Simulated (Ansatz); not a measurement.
Geometry optimisation, RKS PBE/def2-SVP (Ansatz 0.2.0).

Input:

```yaml
crystal:
  periodic: [false, false, false]
  atoms:
    - { symbol: C, position_ang: [-0.5797, -0.4465, 1.4169] }
    - { symbol: C, position_ang: [-0.0578, 0.2158, 0.1759] }
    - { symbol: Se, position_ang: [0.5033, 1.561, 1.8038] }
    - { symbol: Sb, position_ang: [-0.2482, -0.6735, -1.7503] }
    - { symbol: O, position_ang: [1.6443, -0.4747, -2.2085] }
    - { symbol: H, position_ang: [-1.3317, 0.3273, 1.8807] }
    - { symbol: H, position_ang: [0.2182, -0.6364, 2.1179] }
    - { symbol: H, position_ang: [-1.1324, -1.3175, 1.1409] }
    - { symbol: H, position_ang: [-0.7368, 0.8824, -2.4291] }
    - { symbol: H, position_ang: [1.804, 0.511, -2.1453] }
basis:
  gaussian: { orbitals: def2-SVP }
hamiltonian:
  xc: pbe
relax:
  f_tol: 0.02
  max_steps: 50
output:
  orbitals: {}
```

Command:

```bash
$ ansatz run input.yaml --threads 2 --pin off --max-ram 3072MiB --backend cpu --events-out ev --progress --plain --runs-dir out
```

Question: Where does it end, and by what steps?

Answer: The run converged. After 27 steps the energy has fallen by 4.860 eV; Se3 moved furthest, 1.36 Å. Parted: C1–Se3.

```
step  energy less start (eV)  largest force component (eV/Å)  accepted
   0                  0.0000                           3.755       yes
   1                 -1.8721                           4.137       yes
   2                 -3.2769                           2.902       yes
   3                 -3.8580                           2.145       yes
   4                 -4.2172                           1.690       yes
   5                 -4.4274                           0.523       yes
   6                 -4.4142                           1.015        no
   7                 -4.5033                           0.286       yes
   8                 -4.5465                           0.241       yes
   9                 -4.6014                           0.144       yes
  10                 -4.6568                           0.358       yes
  11                 -4.6753                           1.097       yes
  12                 -4.7403                           0.429       yes
  13                 -4.7797                           0.230       yes
  14                 -4.8169                           0.357       yes
  15                 -4.8343                           0.522       yes
  16                 -4.8477                           0.243       yes
  17                 -4.8563                           0.076       yes
  18                 -4.8487                           0.442        no
  19                 -4.8558                           0.123        no
  20                 -4.8580                           0.030       yes
  21                 -4.8581                           0.039       yes
  22                 -4.8583                           0.097       yes
  23                 -4.8593                           0.066       yes
  24                 -4.8597                           0.036       yes
  25                 -4.8598                           0.026       yes
  26                 -4.8598                           0.032        no
  27                 -4.8600                           0.015       yes
```

```xyz
10
Properties=species:S:1:pos:R:3
C -0.775 -0.407 1.419
C 0.176 0.136 0.403
Se 1.242 1.536 0.667
Sb 0.296 -0.917 -1.564
O 1.659 0.335 -2.317
H -0.853 0.234 2.320
H -0.445 -1.423 1.735
H -1.787 -0.545 0.976
H -1.179 -0.060 -2.000
H 1.749 1.058 -1.637
```

The run took 92 s on 2 threads of Arm Neoverse V1 (shared host), peak memory 0.19 GiB.
